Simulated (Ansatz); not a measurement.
Frontier orbitals of BGeH$_{5}$OSi (`[GeH3][SiH]1BO1`).

Charge 0, multiplicity 1. Correlated methods include outer-core shells of Ge, which these sets cover unevenly. Scalar relativity is left out up to krypton. Geometry: relaxed with PBE0-D4/def2-TZVP. Basis def2-TZVPP, Ansatz.

Orbital energies of one run (eV). Highest occupied ones, from the top: -6.98, -8.46, -9.82, -9.90, -10.77, -11.47, -12.09, -14.00, -14.47, -16.19, -28.83, -33.57, -33.58, -33.62. Empty: -1.12, -0.95, 0.35, 0.54, 0.91, 1.59.

Question: Which functional gave them?
A. HSE06 (plane-wave form)
B. PBE0
C. revPBE
D. ωB97M-V

Answer: B. HOMO energies: PBE0 -6.98, ωB97M-V -9.05, revPBE -5.83, HSE06 -6.58 eV.
